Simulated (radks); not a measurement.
Ca XVII, configuration [He] 2s2. Method: scalar-relativistic Kohn-Sham, PBE, spin-polarised, spherical densities, finite nucleus; Fermi nuclear charge, rms radius 3.4776 fm; computed with a radial shooting solver on a logarithmic mesh with Libxc functionals.

Local quantities along the radius. ELF = 1/(1 + alpha^2) is the electron localisation function; alpha = (tau - tau_W)/tau_unif compares the Pauli kinetic energy density with that of the uniform gas (summed over spins). tau is taken from the large components.

r (bohr),ELF,alpha
0.00303,1.000,8.959e-06
0.003336,1.000,0.00001042
0.003672,1.000,0.00001217
0.004042,1.000,0.00001430
0.004449,1.000,0.00001689
0.004897,1.000,0.00002005
0.00539,1.000,0.00002393
0.005934,1.000,0.00002871
0.006531,1.000,0.00003463
0.007247,1.000,0.00004269
0.007978,1.000,0.00005209
0.008781,1.000,0.00006392
0.009666,1.000,0.00007892
0.01064,1.000,0.00009804
0.01171,1.000,0.0001226
0.01289,1.000,0.0001544
0.01419,1.000,0.0001958
0.01562,1.000,0.0002502
0.0172,1.000,0.0003225
0.01893,1.000,0.0004194
0.02083,1.000,0.0005507
0.02293,1.000,0.0007307
0.02525,1.000,0.0009807
0.02779,1.000,0.001333
0.03059,1.000,0.001836
0.03367,1.000,0.002567
0.03706,1.000,0.003649
0.0408,1.000,0.005283
0.04491,1.000,0.007804
0.04943,1.000,0.01179
0.05485,1.000,0.01895
0.06038,0.999,0.03021
0.06646,0.998,0.04965
0.07316,0.993,0.08429
0.08053,0.979,0.1481
0.08864,0.933,0.2690
0.09758,0.798,0.5030
0.1074,0.523,0.9542
0.1182,0.240,1.779
0.1301,0.096,3.071
0.1433,0.047,4.480
0.1577,0.038,5.010
0.1736,0.056,4.099
0.1911,0.133,2.556
0.2103,0.360,1.333
0.2315,0.713,0.6349
0.2548,0.921,0.2920
0.2805,0.983,0.1334
0.3088,0.996,0.06113
0.3399,0.999,0.02814
0.3741,1.000,0.01298
0.4151,1.000,0.005585
0.457,1.000,0.002538
0.503,1.000,0.001134
0.5537,1.000,0.0004956
0.6095,1.000,0.0002105
0.6709,1.000,0.00008648
0.7385,1.000,0.00003417
0.8129,1.000,0.00001291
0.8948,1.000,4.631e-06
0.985,1.000,1.566e-06
1.084,1.000,4.955e-07

On this mesh the ELF has minima near r = 0.16 bohr, which separate the shells.
